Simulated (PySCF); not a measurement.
Compound: C6H9BO.
SMILES: `CB(C)c1ccco1`

Theory: PBE0-D3(BJ)/def2-SVP geometry optimisation, gas phase (PySCF).

Take the most abundant isotopes and a rigid rotor. 

Task: What are A, B and C (GHz)?

Result: Ia = 120.17, Ib = 342.91, Ic = 456.49 u·Å²; 505379 MHz·u·Å²/I gives 4206, 1474 and 1107 MHz, that is A = 4.2055, B = 1.4738, C = 1.1071 GHz.

Task: Classify the top.

Result: An asymmetric top: κ = (2 × 1474 − 4206 − 1107)/(4206 − 1107) = -0.76.

Task: What does the inertial defect say?

Result: Not planar: Δ = Ic − Ia − Ib = -6.59 u·Å². For a rigid frame Δ = −2 Σ m c², so Σ m c² = 3.30 u·Å² lies off the ab plane: 3.16 from hydrogen and 0.14 from heavier atoms. The atom farthest from that plane is 1.11 Å away.

Task: Give the other two planar moments, Paa and Pbb, and the rms extents of the mass along the axes.

Result: Paa = Σ m a² = (Ib + Ic − Ia)/2 = 339.62 and Pbb = Σ m b² = (Ia + Ic − Ib)/2 = 116.87 u·Å². With the mass M = 108.07 u, the rms extents √(P/M) along a, b and c are 1.77, 1.04, 0.17 Å.

Task: Give the coordinates in the principal-axis frame, origin at the centre of mass.

Result: The sense of each axis is arbitrary; atoms in the order of the calculation.
```tsv
atom	mass (u)	a (Å)	b (Å)	c (Å)
C1	12.000	-2.158	1.394	-0.048
B2	11.009	-1.464	-0.016	-0.001
C3	12.000	-2.330	-1.330	0.047
C4	12.000	0.074	-0.118	-0.005
C5	12.000	0.948	-1.187	-0.051
C6	12.000	2.267	-0.668	-0.028
C7	12.000	2.115	0.692	0.033
O8	15.995	0.828	1.029	0.046
H9	1.008	-1.525	2.220	0.305
H10	1.008	-2.382	1.599	-1.113
H11	1.008	-3.128	1.415	0.474
H12	1.008	-2.634	-1.475	1.102
H13	1.008	-1.813	-2.248	-0.267
H14	1.008	-3.268	-1.233	-0.522
H15	1.008	0.656	-2.235	-0.099
H16	1.008	3.206	-1.217	-0.052
H17	1.008	2.833	1.510	0.071
```

Task: List the rotational levels J(Ka,Kc) to J = 4 (K).

Result: Above 0(0,0), as E/k:
J = 1: 1(0,1) 0.124, 1(1,1) 0.255, 1(1,0) 0.273
J = 2: 2(0,2) 0.370, 2(1,2) 0.485, 2(1,1) 0.538, 2(2,1) 0.931, 2(2,0) 0.933
J = 3: 3(0,3) 0.735, 3(1,3) 0.829, 3(1,2) 0.935, 3(2,2) 1.303, 3(2,1) 1.311, 3(3,1) 2.003, 3(3,0) 2.003
J = 4: 4(0,4) 1.215, 4(1,4) 1.287, 4(1,3) 1.462, 4(2,3) 1.797, 4(2,2) 1.821, 4(3,2) 2.502, 4(3,1) 2.502, 4(4,1) 3.478, 4(4,0) 3.478
Those of J = 1 are B + C, A + C and A + B.

Task: Which lines would a microwave search look for?

Result: The dipole components are |μa| = 0.96 D, |μb| = 0.48 D, |μc| = 0.03 D. Intensities carry the squares of the components, which stand as 1.00 : 0.25 : 0.00 (a : b : c). Some lines, for components of 0.1 D or more:

```json
{"type": "a", "branch": "Q", "J(Ka,Kc)": "1(1,0) ← 1(1,1)", "MHz": "367", "lower level (cm⁻¹)": "0.177"}
{"type": "a", "branch": "R", "J(Ka,Kc)": "1(0,1) ← 0(0,0)", "MHz": "2581", "lower level (cm⁻¹)": "0.000"}
{"type": "b", "branch": "Q", "J(Ka,Kc)": "1(1,0) ← 1(0,1)", "MHz": "3098", "lower level (cm⁻¹)": "0.086"}
{"type": "b", "branch": "Q", "J(Ka,Kc)": "2(1,1) ← 2(0,2)", "MHz": "3500", "lower level (cm⁻¹)": "0.257"}
{"type": "a", "branch": "R", "J(Ka,Kc)": "2(0,2) ← 1(0,1)", "MHz": "5127", "lower level (cm⁻¹)": "0.086"}
{"type": "b", "branch": "Q", "J(Ka,Kc)": "3(2,1) ← 3(1,2)", "MHz": "7838", "lower level (cm⁻¹)": "0.650"}
{"type": "b", "branch": "Q", "J(Ka,Kc)": "2(2,0) ← 2(1,1)", "MHz": "8230", "lower level (cm⁻¹)": "0.374"}
{"type": "b", "branch": "Q", "J(Ka,Kc)": "2(2,1) ← 2(1,2)", "MHz": "9295", "lower level (cm⁻¹)": "0.337"}
{"type": "b", "branch": "Q", "J(Ka,Kc)": "3(2,2) ← 3(1,3)", "MHz": "9866", "lower level (cm⁻¹)": "0.576"}
{"type": "b", "branch": "R", "J(Ka,Kc)": "2(2,1) ← 1(1,0)", "MHz": "13724", "lower level (cm⁻¹)": "0.189"}
{"type": "b", "branch": "R", "J(Ka,Kc)": "2(2,0) ← 1(1,1)", "MHz": "14125", "lower level (cm⁻¹)": "0.177"}
```

Not checked by PBE0-D3(BJ)/def2-SVP frequencies. Zero-point vibration and centrifugal distortion are left out. A rigid rotor knows nothing of internal rotation, which can split or shift real lines. Quadrupole hyperfine structure (11B) is left out.

The values belong to the conformer `[CH3:1][B:2]([CH3:3])[c:4]1[cH:5][cH:6][cH:7][o:8]1`: C1–B2–C4–C5 -175°.
